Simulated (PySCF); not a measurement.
H₄NO₃Ta, multiplicity 1. Atoms are numbered in the order given.

```xyz
9

Ta     0.0186    -0.0255     0.0000
O     -0.0813    -1.7572     0.0000
O      0.9260     0.6216     1.5693
H      1.2575     0.2168     2.3779
O      0.9260     0.6216    -1.5693
H      1.2575     0.2168    -2.3779
N     -1.8803     0.5760     0.0000
H     -2.6924    -0.0369     0.0000
H     -2.1821     1.5493     0.0000
```
Charge 0, spin multiplicity 1.

Coordinates come from a B3LYP-D3(BJ)/def2-SVP optimisation. The spin state was assumed, not searched. The structure was generated by enumeration; whether it is a known compound was not checked. The def2 effective core potentials stand for the cores of Ta; spin–orbit coupling is left out. The values are those of a single conformer.

All values below come from PBE/def2-TZVP run with PySCF.

Symmetry labels are those of the subgroup Cs that the program uses (full group Cs).

List the valence orbital energies around the gap with their symmetry. (An estimate is asked for; the answer gives what the named calculation found.)


| orbital | symmetry | energy (eV) |
|---|---|---|
| HOMO−7 | A' | -8.92 |
| HOMO−6 | A" | -8.59 |
| HOMO−5 | A' | -8.20 |
| HOMO−4 | A" | -7.61 |
| HOMO−3 | A' | -7.57 |
| HOMO−2 | A' | -7.49 |
| HOMO−1 | A" | -7.47 |
| HOMO | A" | -6.34 |
| LUMO | A' | -1.14 |
| LUMO+1 | A' | -0.87 |
| LUMO+2 | A" | -0.73 |
| LUMO+3 | A' | -0.04 |
